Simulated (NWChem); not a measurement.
Species: C$_{4}$H$_{3}$FS; SMILES Fc1cccs1

Program: NWChem. All runs use the structure optimised with B3LYP/6-31G* (spherical d). Total energies compare along this basis series because the functional is fixed.

```csv
level,basis functions,energy (Ha),highest occupied level (eV),orbital gap (eV),dipole (D),relative time
PBE0/pcseg-1,103,-651.7460,-6.93,6.35,1.60,4
PBE0/aug-pcseg-1,169,-651.7601,-6.88,6.26,1.58,10
PBE0/pcseg-2,226,-651.9372,-6.86,6.30,1.60,20
PBE0/STO-3G,37,-644.1445,-3.99,7.04,0.46,1
PBE0/def2-SVP,103,-651.5065,-6.81,6.44,1.51,3
```

Relative times are rough (shared machine, one core).
